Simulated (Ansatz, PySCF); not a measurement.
**Eu(OH)2 in two programs**

Eu(OH)2 (singlet in the valence; each metal's 4f electrons, 7 of them, lie in its core potential, out of spins and levels), relaxed with PySCF 2.14.0, RKS PBE0, Eu lcecp-0-SVP with ECP53, O def2-SVP, H def2-SVP; non-relativistic Hamiltonian with scalar-relativistic core potentials where named; density fitting; no spin-orbit coupling:

```xyz
5

Eu    0.0452    0.7710   -0.0560
O    -0.0055    0.0502    1.9873
H    -0.0383   -0.4531    2.8022
O    -0.0055   -0.2374   -1.9737
H    -0.0383   -0.8532   -2.7073
```

There the HOMO–LUMO gap is 5.27 eV. The 4f levels lie in the core potential and are missing.

The same geometry by Ansatz 0.2.0 (PBE, PAW with the 4f shell of lanthanides and the 5f shell of actinides in the valence, a periodic box with 9 Å of vacuum; gaps over both spins; site moments in spheres, but by Gaussian weights under spin-orbit coupling, so that the two can't be compared; unpaired electrons at the start: 7, along z under spin-orbit coupling; the open shells may stand above their lowest state):

```csv
spin-orbit coupling,U on f (eV),gap (eV),spin moment on Eu1 (μB),orbital moment of its f shell (μB),largest force component (eV/Å)
without,0,0.37,6.47,–,0.78
without,5,2.07,6.56,–,0.41
```

(1) What does the run with spin-orbit coupling and with U = 5 eV give?

Semilocal functionals tend to give orbital moments well under those of Hund's rules.

Without U the plane-wave gap ends on 4f levels, which the Gaussian run lacks; U moves filled and empty 4f levels apart, though the lowest empty ones can remain 4f.

The spin-orbit runs use fully relativistic datasets of their own, so changes of a few hundredths of an eV needn't come from the coupling.

An lcecp potential fixes the number of 4f electrons, so in runs with it no electron can move into or out of that shell.

Answers

(1) gap (eV): 1.97, spin moment on Eu1 (μB): 6.50, orbital moment of its f shell (μB): 0.02, largest force component (eV/Å): 0.43. It took 4 min on 2 threads of Intel(R) Xeon(R) Processor @ 2.70GHz, on a shared host, peak memory 2 GiB.
